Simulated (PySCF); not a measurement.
**Radial density of Au⁺ (gold, charge +1)**

UHF, [Xe] 4f14 5d9 6s1, 6s spin antiparallel (an excited configuration). All numbers are calculated (PySCF 2.14, the spin-free X2C one-electron Hamiltonian (Gaussian nucleus), in ANO-RCC-VTZP).

| r (bohr) | 4πr²ρ (e/bohr) | 4πr²(ρα − ρβ) |
| --- | --- | --- |
| 0.0193 | 97.05 | 0.0002 |
| 0.0324 | 115.9 | -0.0016 |
| 0.0545 | 147.5 | 0.0224 |
| 0.0917 | 114.2 | 0.0910 |
| 0.154 | 136.1 | 0.0134 |
| 0.259 | 74.70 | 0.0507 |
| 0.436 | 82.84 | 0.1047 |
| 0.734 | 27.05 | 0.1407 |
| 1.23 | 14.82 | 0.9226 |
| 2.08 | 3.469 | -0.2072 |
| 3.49 | 0.4091 | -0.2346 |
| 5.88 | 0.01073 | -0.0100 |

Densities and radii are taken from the X2C orbitals without a picture-change correction, which distorts them close to the nucleus.

Spin-orbit coupling, absent here, splits the open shell strongly. With the s spin flipped the determinant is a mixture of two multiplicities, not a spectroscopic state.
